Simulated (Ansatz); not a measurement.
Ti2Se4⁻. Total charge -1; doublet. Geometry PBE0-D4/def2-SVPD; atoms count from 1.

```xyz
6

Ti   -0.246    0.237    0.661
Ti    0.598   -0.575   -1.603
Se   -1.481    0.627   -1.498
Se    0.162   -2.188    0.126
Se    1.954    0.949   -0.331
Se   -0.986    0.950    2.646
```

The structure comes from a short search, and lower isomers may exist.

Question: Estimate the Mulliken populations from the PBE0/def2-TZVPD orbitals of Ansatz.

Answer: 
```tsv
atom	charge (e)	spin (α − β)	d electrons
Ti1	0.58	0.13	2.29
Ti2	0.19	1.09	2.57
Se3	-0.38	-0.08	–
Se4	-0.38	-0.08	–
Se5	-0.38	-0.08	–
Se6	-0.62	0.04	–
```
Mulliken values depend strongly on the basis. With diffuse functions, as here, like atoms can get unlike values, and bond orders can come out too low or too high.

Question: Where does the spin sit?

Answer: Summed by element: Ti 1.22, Se -0.22, of 1 unpaired in all. Largest on single atoms: Ti2 1.09, Ti1 0.13, Se3 -0.08.

Question: And the Mayer bond orders between heavy atoms (over 0.3)?

Answer: Ti1–Ti2 0.48 (2.55 Å); Ti1–Se3 0.86 (2.52 Å); Ti1–Se4 0.86 (2.52 Å); Ti1–Se5 0.86 (2.52 Å); Ti1–Se6 1.82 (2.23 Å); Ti2–Se3 1.27 (2.40 Å); Ti2–Se4 1.27 (2.40 Å); Ti2–Se5 1.27 (2.40 Å).
